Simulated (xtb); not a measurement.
Se, charge -1, doublet. Base run: GFN2-xTB (xtb).

Here is a job for xtb.
```
$ xtb mol.xyz --gfn 2 --chrg -1 --uhf 1 --json

# file mol.xyz
1

Se     0.00000000     0.00000000     0.00000000
```

Variants of this job, named by their change:

```
change               ΔE vs base (mEh)  G_solv (kcal/mol)  SCF cycles
-------------------  ----------------  -----------------  ----------
base                            0.000                  -          40
alpb = chcl3                  -93.745             -58.83          40
gbsa = chcl3                  -88.337             -55.43          40
acc = 0.0001                    0.000                  -          82
alpb = acetonitrile           -86.166             -54.07          40
```

ALPB and GBSA are two models with their own fitted parameters for each solvent, which aren't always the measured dielectric constant.
